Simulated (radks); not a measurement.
Values are calculated unless marked as measured or tabulated.
Problem. Valence configurations of S3+ (all share [Ne]). Level of theory: non-relativistic Kohn-Sham, LDA (Slater exchange, Perdew-Wang correlation), spin-unpolarised, spherical densities, point nucleus (a radial shooting solver on a logarithmic mesh with Libxc functionals). Order these by energy: 3s1.5 3p1.5; 3s1 3p2; 3p3; 3s2 3p1.

Solution. From the lowest, in eV above it: 3s2 3p1 0.000; 3s1.5 3p1.5 5.857; 3s1 3p2 11.724; 3p3 23.487. NIST lists [Ne] 3s2 3p1 as the ground configuration; this level of theory agrees among the configurations tried. The energies are those of spherical spin-averaged densities, not of single terms.
